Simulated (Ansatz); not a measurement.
Species: C$_{5}$H$_{4}$F, net charge 0, doublet state. It need not be the lowest isomer of its formula. 
Geometry from a B3LYP-D3(BJ)/def2-TZVP (Ansatz, a quantum-chemistry and plane-wave program) optimisation:
```xyz
10

F      1.9013     0.8317    -0.2577
C      0.6974     0.2838    -0.0961
C      0.3773    -1.0160    -0.1377
C     -1.1051    -1.1268     0.1026
C     -1.5752     0.3075     0.2866
C     -0.4956     1.0670     0.1613
H      1.0432    -1.8465    -0.3102
H     -1.3301    -1.7253     0.9923
H     -1.6207    -1.5982    -0.7413
H     -2.5969     0.5924     0.4787
```
Charge 0, spin multiplicity 2.

Parts of the frozen-core correlation energy in cc-pwCVTZ (Ansatz, hartree). Frozen orbitals: 6; correlated occupied orbitals by spin: 16 and 15; virtual: 292 and 293. Open shells are spin-unrestricted. Spin-orbit coupling is left out. Non-relativistic.

```tsv
term	value
reference (HF)	-291.09986
MP2 opposite-spin	___
MP2 same-spin	___
CCSD correlation	___
(T)	-0.04958
T1 diagnostic	0.042
largest doubles amplitude	0.086
<S^2> of the reference	1.219
```

### Question
Complete the blanks.

### Answer

- MP2 opposite-spin, value: -0.73745
- MP2 same-spin, value: -0.25363
- CCSD correlation, value: -1.03898
